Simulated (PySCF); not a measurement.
Vertical excitations of a molecule CH7AlO2Si from TDA-PBE/def2-SVPD run with PySCF 2.14.0, as energy in eV (oscillator strength): 5.60 (0.004), 5.64 (0.001), 5.71 (0.000), 6.13 (0.125), 6.23 (0.005), 6.25 (0.004), 6.34 (0.010), 6.53 (0.038), 6.81 (0.002), 6.85 (0.003). Lowest triplet (TDA): 5.38 eV. Geometry: PBE0-D3(BJ)/def2-SVP. The values are those of a single conformer.

Question: Pick the molecule that these values belong to.
A. [CH3][Al]([OH])[O][SiH3]
B. C[SiH2][Al]([OH])[OH]
C. [OH][Al]([OH])[CH2][SiH3]
D. C[O][AlH][O][SiH3]

Answer: D, C[O][AlH][O][SiH3]
